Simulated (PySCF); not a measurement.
Si(Cl)(F)2(SMe) (CH3ClF2SSi), SMILES CS[Si](F)(F)Cl. Atoms are numbered in the order given.

```xyz
9

C     -2.3453    -0.1199    -0.4708
S     -1.1186     1.2354    -0.4224
Si     0.5760     0.0522    -0.1430
F      0.8314    -0.9365    -1.3868
F      1.8551     1.0104    -0.0053
Cl     0.4439    -1.1366     1.5038
H     -3.3248     0.3537    -0.6171
H     -2.1453    -0.7999    -1.3099
H     -2.3482    -0.6745     0.4773
```

Coordinates come from a ωB97X-D3(BJ)/def2-SVP optimisation. The structure was generated by enumeration, and PubChem lists no compound with its InChIKey, so it may never have been made. The values are those of a single conformer.

Level of theory: TDA-LC-ωPBE/def2-SVPD run with PySCF.

Vertical excitations. 

```tsv
state	energy (eV)	λ (nm)	f	main pairs
S1	6.01	206	0.002	HOMO→LUMO 61 %, HOMO→LUMO+1 17 %
S2	7.33	169	0.038	HOMO→LUMO+1 58 %, HOMO→LUMO 16 %
S3	7.97	156	0.005	HOMO→LUMO+5 34 %, HOMO−1→LUMO 22 %, HOMO→LUMO+8 9 %, HOMO→LUMO+2 6 %
S4	8.20	151	0.001	HOMO→LUMO+2 22 %, HOMO→LUMO+4 20 %, HOMO→LUMO+8 13 %, HOMO→LUMO+12 8 %
S5	8.49	146	0.037	HOMO→LUMO+4 51 %, HOMO−1→LUMO 8 %
S6	8.81	141	0.103	HOMO→LUMO+5 24 %, HOMO−1→LUMO+1 24 %, HOMO−1→LUMO 14 %, HOMO→LUMO+3 7 %
S7	8.99	138	0.233	HOMO−1→LUMO+1 18 %, HOMO−1→LUMO 15 %, HOMO−3→LUMO 12 %, HOMO→LUMO+3 11 %
S8	9.04	137	0.041	HOMO−2→LUMO 25 %, HOMO→LUMO+3 19 %, HOMO→LUMO+2 15 %, HOMO−2→LUMO+4 8 %
S9	9.12	136	0.050	HOMO→LUMO+3 26 %, HOMO−2→LUMO 24 %, HOMO−2→LUMO+4 9 %, HOMO−3→LUMO 8 %
S10	9.23	134	0.049	HOMO→LUMO+3 18 %, HOMO→LUMO+2 17 %, HOMO−1→LUMO+1 15 %, HOMO−1→LUMO 8 %
T1	5.51	225	0	HOMO→LUMO 54 %, HOMO→LUMO+1 20 %, HOMO→LUMO+8 10 %
T2	6.59	188	0	HOMO→LUMO+1 41 %, HOMO→LUMO 14 %, HOMO→LUMO+11 11 %, HOMO→LUMO+7 9 %
T3	7.03	176	0	HOMO−1→LUMO 44 %, HOMO→LUMO+5 9 %, HOMO−1→LUMO+1 9 %, HOMO−1→LUMO+8 8 %
T4	7.42	167	0	HOMO→LUMO+5 44 %, HOMO−1→LUMO 9 %, HOMO→LUMO+4 7 %
```
Triplets are in the Tamm–Dancoff approximation.
